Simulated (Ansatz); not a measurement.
Basis-set extrapolation for C$_{2}$H$_{5}$ClF$_{2}$Si, SMILES `C[SiH2]C(F)(F)Cl` (PBE0-D4/def2-TZVP geometry, frozen core, Ansatz). Multiplicity 1, RHF reference.

```tsv
	def2-TZVPP	def2-QZVPP
HF	-1026.098864	-1026.132719
MP2 correlation	-1.149533	-1.249378
CCSD(T) correlation	-1.242400	not run
```

Energies in hartree. Use E(X) = E(∞) + A·exp(−7.88·√X) for Hartree–Fock and E(X) = E(∞) + B·X^(−2.97) for correlation, with X = 3 and 4, and add CCSD(T) minus MP2 of the smaller set to the MP2 limit.

Problem. What is the CCSD(T) energy at the basis-set limit?

Solution. HF limit: -1026.132719 + (-0.033855) × 0.13774 = -1026.13738. MP2 limit: -1.249378 + (-0.099845) × 0.74074 = -1.32334. Higher-order term: -1.242400 − (-1.149533) = -0.09287. Total: -1027.55359 hartree, 557.5 kJ/mol below CCSD(T)/def2-TZVPP.
